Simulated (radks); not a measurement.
Results of a calculation; reference values are marked as such.
Q: These are the eigenvalues of the occupied orbitals of an atom or ion with whole-number occupations (eV). Level of theory: Dirac Kohn-Sham, LDA (Slater exchange, Perdew-Wang correlation), spin-unpolarised, spherical densities, point nucleus (a radial shooting solver on a logarithmic mesh with Libxc functionals).

| orbital | eigenvalue |
|---|---|
| 1s1/2 | -7035.289 |
| 2s1/2 | -869.3460 |
| 2p1/2 | -757.9505 |
| 2p3/2 | -745.4826 |
| 3s1/2 | -141.3294 |
| 3p1/2 | -108.3464 |
| 3p3/2 | -106.6919 |
| 3d3/2 | -53.1758 |
| 3d5/2 | -52.9760 |
| 4p1/2 | -27.6414 |
| 4p3/2 | -27.4289 |

Which element is it, and in what charge state? The configuration may be excited. Open shells, if any, are shared by 2j + 1.

A: Z = 26, iron, charge +3: Fe3+ in [Ne] 3s1 3p6 3d5 4p1. The list shows which subshells hold electrons but not how many an open one holds; the 1s level, -258.54 hartree, gives Z - s = 22.7 by -(Z - s)^2/2, which with screening and relativity narrows Z to a few neighbours, and the depths of the outer levels then fix element, charge and occupations together.
